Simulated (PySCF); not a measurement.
C₂BrCl₂F, SMILES F/C(Cl)=C(/Cl)Br. Atoms are numbered in the order given.

```xyz
6

F     -1.9202    -0.7379     0.0000
C     -0.6301    -0.9855     0.0000
Cl    -0.2446    -2.6441     0.0000
C      0.2788     0.0033     0.0000
Cl     1.9596    -0.3006     0.0000
Br    -0.2790     1.7884     0.0000
```
Charge 0, spin multiplicity 1.

The structure is a stationary point at PBE0-D3(BJ)/def2-SVP. The structure was generated by enumeration; whether it is a known compound was not checked.

Computed with PySCF 2.14.0 with PBE0-D3(BJ)/def2-SVP.

Frequencies are harmonic and unscaled.

| mode | ν (cm⁻¹) | IR (km/mol) | Raman (Å⁴/amu) | depolarisation | moving atoms (share of kinetic energy) |
|---|---|---|---|---|---|
| 1 | 112 | 0.1 | 0.0 | – | F 42 %, Cl 42 %, Br 10 % |
| 2 | 160 | 1.2 | 0.4 | 0.74 | Cl 52 %, F 22 %, Br 19 % |
| 3 | 218 | 0.1 | 3.6 | 0.70 | Cl 68 %, Br 16 %, F 11 % |
| 4 | 295 | 0.0 | 4.1 | 0.24 | Br 43 %, Cl 38 %, F 12 % |
| 5 | 311 | 0.3 | 0.1 | 0.75 | C 82 %, F 10 % |
| 6 | 414 | 1.1 | 1.4 | 0.72 | Cl 51 %, F 46 % |
| 7 | 523 | 0.3 | 8.7 | 0.15 | Cl 40 %, F 39 %, C 19 % |
| 8 | 567 | 2.4 | 5.6 | 0.75 | C 95 % |
| 9 | 827 | 124.4 | 0.8 | 0.26 | C 77 %, Cl 14 % |
| 10 | 988 | 98.8 | 1.1 | 0.29 | C 85 %, Cl 9 % |
| 11 | 1253 | 127.3 | 5.3 | 0.23 | C 72 %, F 26 % |
| 12 | 1733 | 62.4 | 38.2 | 0.30 | C 98 % |
